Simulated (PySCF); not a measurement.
H$_{9}$NSi$_{3}$, charge +1, doublet, at a GFN2-xTB geometry (a state made from the parent by changing its charge; the spin is typed, not shown lowest). Base run: PBE0/6-31G (PySCF).

The PySCF input:
```python
from pyscf import gto, scf, dft

mol = gto.M(
    atom='''
Si    0.271109    1.684408    0.471366
N    -0.009440   -0.003682   -0.005913
Si   -1.641802   -0.539153   -0.459355
Si    1.342234   -1.156536   -0.030149
H    -1.014504    2.364339    0.411211
H     0.857386    1.564533    1.810033
H     1.268925    2.144195   -0.500486
H    -1.991107    0.352182   -1.570486
H    -1.548433   -1.951545   -0.799185
H    -2.439167   -0.231635    0.732508
H     0.904305   -2.203464    0.899247
H     1.343522   -1.646979   -1.412096
H     2.534140   -0.425295    0.374025
''',
    basis='6-31g',
    charge=1,
    spin=1,
    verbose=4,
)

mf = dft.UKS(mol)
mf.xc = 'pbe0'
mf.kernel()
mo_i, mo_e, stable_i, stable_e = mf.stability(internal=True, external=False, return_status=True, nroots=6, tol=1e-6)
print('internally stable:', stable_i, ' externally stable:', stable_e)
if not stable_i:
    umf = mf.copy()
    umf.scf_summary = {}
    umf.kernel(umf.make_rdm1(mo_i, mf.mo_occ))
```

The bond that is stretched is that between atoms 12 and 4. A test that says stable can miss a lower solution.

Each row names what was changed in the base input (with any setting that the change needs).

```json
[
 {"change": "base", "ΔE vs base (kcal/mol)": "0.000", "<S^2>": "0.756", "stability test says": "internally stable (external not tested)"},
 {"change": "bond × 1.25", "ΔE vs base (kcal/mol)": "13.88", "<S^2>": "0.759", "stability test says": "internally stable (external not tested)"},
 {"change": "bond × 1.5", "ΔE vs base (kcal/mol)": "38.25", "<S^2>": "0.808", "stability test says": "internally stable (external not tested)"},
 {"change": "bond × 1.8", "ΔE vs base (kcal/mol)": "54.88", "<S^2>": "0.918", "stability test says": "internally stable (external not tested)"},
 {"change": "bond × 2.2", "ΔE vs base (kcal/mol)": "61.12", "<S^2>": "0.859", "stability test says": "internally stable (external not tested)"},
 {"change": "bond × 3.0", "ΔE vs base (kcal/mol)": "63.8", "<S^2>": "0.754", "stability test says": "internal instability"}
]
```

On stretching, the SCF can end on different states; <S^2> shows the spin contamination of each.
